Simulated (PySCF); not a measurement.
# Cs₂⁺: from constants to spectrum

TPSS constants of Cs₂⁺, ²Σg⁺ (doublet), unpaired electrons σ ↑ (PySCF, scalar-relativistic core potentials, basis sets Cs def2-TZVP with ECP46; masses 132.9054 and 132.9054 u):

```
ωe             : 28.9 cm⁻¹
ωexe           : 0.064 cm⁻¹
Be             : 0.0083677 cm⁻¹
αe             : 2.34e-05 cm⁻¹
De to Cs⁺ + Cs : 0.78 eV
```

(1) What force constant and bond length do these constants imply?

(2) Estimate the centrifugal constant D from the Kratzer relation and find the Dunham coefficient a1.

Spin–orbit coupling is left out. The state was picked by a PBE0 search and need not be the measured ground state.

## Answers

(1) Reduced mass μred = 66.453 u; k = 5.8918×10⁻⁷·μred·ωe² (u, cm⁻¹, mdyn/Å) = 0.0327 mdyn/Å; Re = √(16.8576/(μred·Be)) (u, cm⁻¹, Å) = 5.506 Å.

(2) D = 4Be³/ωe² = 2.81e-09 cm⁻¹; a1 = −1 − αeωe/(6Be²) = -2.61.
